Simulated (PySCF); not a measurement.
```xyz
5
charge 0 multiplicity 1, angstrom
Se   -0.3991   -0.0083    0.0114
Cl    1.0023   -1.1561    1.1489
Cl    0.8858    1.1956   -1.2030
Cl   -0.4987   -1.6517   -1.6269
Cl   -0.4733    1.6314    1.6547
```

All numbers come from PBE0/[Se def2-TZVP, Cl def2-TZVP], no relativity, density fitting, PySCF.

This geometry of SeCl₄ is a stationary point at this level.

Q: What is the point group?

A: C2v.

Q: Is it a minimum?

A: Yes: all harmonic wavenumbers are real.

Q: Which band is strongest in the infrared?

A: 324 cm⁻¹ (b1), 335 km/mol.

Q: Give the atomic charges and bond orders.

A: 
| atom | Mulliken | Löwdin | polar tensor | Mayer order to Se1 |
| --- | --- | --- | --- | --- |
| Se1 | 0.66 | -0.01 | 2.13 | – |
| Cl2,3 | -0.04 | 0.14 | -0.34 | 1.13 |
| Cl4,5 | -0.29 | -0.14 | -0.73 | 0.87 |
